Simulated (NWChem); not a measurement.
System: SiH2OBrF; SMILES F[SiH](O)Br

NWChem input:

```
start job
memory heap 200 mb stack 900 mb global 1100 mb
geometry units angstroms noautoz
  Si    -0.007922     0.956345     0.378694
  O     -1.318703     1.728538    -0.270490
  F      1.380173     1.532172    -0.253632
  Br    -0.044486    -1.224878    -0.077469
  H     -0.019910     1.202762     1.841586
  H     -1.534493     1.522178    -1.197497
end
basis spherical
  Si library sto-3g
  O library sto-3g
  F library sto-3g
  Br library sto-3g
  H library sto-3g
end
dft
  xc pbe0
  iterations 150
  mulliken
end
task dft energy
```

NWChem printed, in part:

```
             Northwest Computational Chemistry Package (NWChem) 7.3.0
             --------------------------------------------------------

 C1  symmetry detected

                             Geometry "geometry" -> ""
                             -------------------------

 Output coordinates in angstroms (scale by  1.889725989 to convert to a.u.)

  No.       Tag          Charge          X              Y              Z
 ---- ---------------- ---------- -------------- -------------- --------------
    1 Si                  14.0000    -0.01093054     0.94862137     0.38459102
    2 O                    8.0000    -1.35667008     1.67087461    -0.25039251
    3 F                    9.0000     1.34694338     1.55953984    -0.27962104
    4 Br                  35.0000     0.01345646    -1.23836672    -0.04394575
    5 H                    1.0000    -0.00499071     1.21335441     1.84431674
    6 H                    1.0000    -1.58208744     1.44592624    -1.17076037

 Effective nuclear repulsion energy (a.u.)     336.1872299228

                                 NWChem DFT Module
                                 -----------------

 Summary of "ao basis" -> "ao basis" (spherical)
 ------------------------------------------------------------------------------
       Tag                 Description            Shells   Functions and Types
 ---------------- ------------------------------  ------  ---------------------
 Si                          sto-3g                  5        9   3s2p
 O                           sto-3g                  3        5   2s1p
 F                           sto-3g                  3        5   2s1p
 Br                          sto-3g                  8       18   4s3p1d
 H                           sto-3g                  1        1   1s

            General Information
            -------------------
          SCF calculation type: DFT
          Wavefunction type:  closed shell.
          No. of atoms     :     6
          No. of electrons :    68
           Alpha electrons :    34
            Beta electrons :    34
          Charge           :     0
          Spin multiplicity:     1
          Use of symmetry is: off; symmetry adaption is: off
          Maximum number of iterations: 150
          AO basis - number of functions:    39
                     number of shells:    21
          Convergence on energy requested:  1.00D-06
          Convergence on density requested:  1.00D-05
          Convergence on gradient requested:  5.00D-04

              XC Information
              --------------
                         PBE0 Method XC Functional
                     Hartree-Fock (Exact) Exchange  0.250
          PerdewBurkeErnzerhof Exchange Functional  0.750
            Perdew 1991 LDA Correlation Functional  1.000 local
           PerdewBurkeErnz. Correlation Functional  1.000 non-local

             Grid Information
             ----------------
          Grid used for XC integration:  medium
          Radial quadrature: Mura-Knowles
          Angular quadrature: Lebedev.
          Tag              B.-S. Rad. Rad. Pts. Rad. Cut. Ang. Pts.
          ---              ---------- --------- --------- ---------
          Si                  1.10       88           7.0       590
          O                   0.60       49           8.0       434
          F                   0.50       49           8.0       434
          Br                  1.15      112           9.0       590
          H                   0.35       45           9.0       434
          Grid pruning is: on
          Number of quadrature shells:   388
          Spatial weights used:  Erf1

      Superposition of Atomic Density Guess
      -------------------------------------

 Sum of atomic energies:       -3002.80892646

      Non-variational initial energy
      ------------------------------

 Total energy =   -3002.715298
 1-e energy   =   -4876.746458
 2-e energy   =    1537.843930
 HOMO         =      -0.257852
 LUMO         =       0.302715

     ---------------------------------------------
      Total Density - Mulliken Population Analysis
     ---------------------------------------------

    Atom       Charge   Shell Charges
 -----------   ------   -------------------------------------------------------
    1 Si  14    12.30   2.00  1.99  5.87  1.06  1.39
    2 O    8     8.81   2.00  1.83  4.99
    3 F    9     9.58   2.00  1.94  5.64
    4 Br  35    35.51   2.00  2.00  6.00  2.00  5.99  1.95  5.57 10.00
    5 H    1     1.16   1.16
    6 H    1     0.64   0.64

   convergence    iter        energy       DeltaE   RMS-Dens  Diis-err
 ---------------- ----- ----------------- --------- --------- ---------
 d= 0,ls=0.0,diis     1  -3005.3170906495 -3.34D+03  5.64D-02  7.67D-01
 d= 0,ls=0.0,diis     2  -3005.3306824300 -1.36D-02  2.94D-02  9.39D-01
 d= 0,ls=0.0,diis     3  -3005.4900176856 -1.59D-01  5.08D-03  6.78D-03
 d= 0,ls=0.0,diis     4  -3005.4915654603 -1.55D-03  1.48D-03  1.40D-03
 d= 0,ls=0.0,diis     5  -3005.4918643161 -2.99D-04  3.43D-04  9.87D-05
  Resetting Diis
 d= 0,ls=0.0,diis     6  -3005.4918830506 -1.87D-05  3.28D-05  8.73D-07
 d= 0,ls=0.0,diis     7  -3005.4918832250 -1.74D-07  6.69D-06  8.46D-09

         Total DFT energy =    -3005.491883225029
      One electron energy =    -4874.779266778152
           Coulomb energy =     1665.679715115725
    Exchange-Corr. energy =     -132.579561485403
 Nuclear repulsion energy =      336.187229922801

 Numeric. integr. density =       68.000002159640

                       DFT Final Molecular Orbital Analysis
                       ------------------------------------

[...]
```

Level: PBE0/STO-3G. The geometry was optimised at PBE-D3(BJ)/def2-SVP.
